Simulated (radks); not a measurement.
Question: Radial electron density D(r) = 4 pi r^2 rho(r) of an atom or ion with 47 electrons. Calculated with a radial shooting solver on a logarithmic mesh with Libxc functionals: scalar-relativistic Kohn-Sham, LB94 model potential, spin-polarised, spherical densities, finite nucleus; Fermi nuclear charge, rms radius of each element as measured or else 0.836 A^(1/3) + 0.57 fm.

```
   r/bohr * D(r) (the largest magnitude, 78.1, reaches the edge; | marks zero)
 0.004783 |            *
 0.006379 |                  *
  0.00844 |                          *
  0.01117 |                                 *
  0.01478 |                                        *
  0.01955 |                                           *
  0.02608 |                                          *
   0.0345 |                                      *
  0.04565 |                                      *
   0.0604 |                                             *
  0.07992 |                                                      *
   0.1057 |                                                      *
    0.141 |                                           *
   0.1866 |                                      *
   0.2469 |                                            *
   0.3267 |                                         *
   0.4323 |                       *
   0.5719 |             *
   0.7628 |              *
    1.009 |            *
    1.335 |      *
    1.767 |  *
    2.338 |*
    3.093 *
    4.126 *
    5.459 *
```

What is the nuclear charge?

Answer: Z = 49. The innermost maximum, from 1s, lies near gamma/Z bohr with gamma = sqrt(1 - (Z/c)^2) = 0.934, here 0.0191 bohr (found: 0.0208), and its height grows with Z. The density is that of the indium ion In2+ in [Kr] 4d10 5s1; the configuration itself is not fixed sharply by these data, and Z only to a few units. D(r) has 4 maxima, at r = 0.0208, 0.0923, 0.272, 0.807 bohr, and minima at 0.0408, 0.178, 0.595 bohr, inside which lie 2.00, 11.21, 29.08 electrons.
